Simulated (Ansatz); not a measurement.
Consider the formal exchange of groups at a Te–Ge bond: `[GeH3][TeH]` + `C=C(F)[SeH]` → `F/C([SeH])=C\[TeH]` + GeH₄.

Computed with Ansatz on PBE0-D4/def2-TZVP structures; ΔE is electronic, products minus reactants. CCSD(T)/CBS is the MP2 limit (def2-TZVPP, def2-QZVPP) plus CCSD(T) − MP2 in def2-TZVPP, frozen cores. Functionals use def2-TZVPP. B3LYP here is the variant with VWN-RPA as its local correlation; programs differ in this. HSE06 is defined as in plane-wave codes. Elements past krypton have def2 core potentials. For Ge, Se, Te outer-core shells are correlated without core-valence functions, which leaves a few kJ/mol of doubt a bond. Scalar relativity is left out up to krypton. Each species was taken in one conformer, which may not be the lowest.

```
             level  ΔE (kJ/mol)  difference from CCSD(T)/CBS
       LDA (SPW92)         86.8                         -5.6
            PBE-D4         90.5                         -1.9
         revPBE-D4         86.1                         -6.3
           BLYP-D4         86.8                         -5.6
         r2SCAN-D4         94.5                          2.1
            B97M-V         84.8                         -7.6
           PBE0-D4         97.2                          4.8
          B3LYP-D4         93.4                          1.0
        r2SCANh-D4         97.0                          4.6
        r2SCAN0-D4        100.5                          8.1
          HSE06-D4         97.4                          5.0
          BHLYP-D4        101.6                          9.2
      CAM-B3LYP-D4         93.5                          1.1
           ωB97X-V         95.1                          2.7
           ωB97M-V         96.5                          4.1
            B2PLYP         94.8                          2.4
          PBE-QIDH         98.0                          5.6
            revPBE         95.4                          3.0
              BLYP         93.8                          1.4
            r2SCAN         95.5                          3.1
              PBE0        100.0                          7.6
             B3LYP         98.4                          6.0
           r2SCANh         98.0                          5.6
           r2SCAN0        101.7                          9.3
         CAM-B3LYP         96.4                          4.0
           LC-ωPBE         96.8                          4.4
RPA@PBE/def2-TZVPP         84.7                         -7.7
       HF/def2-SVP        116.0                         23.6
      MP2/def2-SVP         94.8                          2.4
     CCSD/def2-SVP         99.6                          7.2
  CCSD(T)/def2-SVP         95.9                          3.5
     HF/def2-TZVPP        113.1                         20.7
    MP2/def2-TZVPP         89.6                         -2.8
SCS-MP2/def2-TZVPP         89.8                         -2.6
   CCSD/def2-TZVPP         94.4                          2.0
     HF/def2-QZVPP        112.0                         19.6
SCS-MP2/def2-QZVPP         90.7                         -1.7
      HF/CBS(def2)        111.8                         19.4
     MP2/CBS(def2)         91.9                         -0.5
    CCSD/CBS(def2)         96.7                          4.3
       CCSD(T)/CBS         92.4                            0
```

Largest T1 diagnostic among the species: 0.012.

From PBE to PBE0 (25 % exact exchange), in def2-TZVPP and without D4, ΔE moves by +6.5 kJ/mol. In def2-TZVPP, CCSD(T) changes the Hartree–Fock value by −23.0 kJ/mol (the triples alone add −4.3 kJ/mol) and MP2 by −23.5 kJ/mol. The D4 term adds −5.0 kJ/mol with B3LYP and −2.8 kJ/mol with PBE0; it sums over pairs of atoms, weighted by their polarisabilities, and B3LYP, whose exchange is more repulsive, gets the larger term.
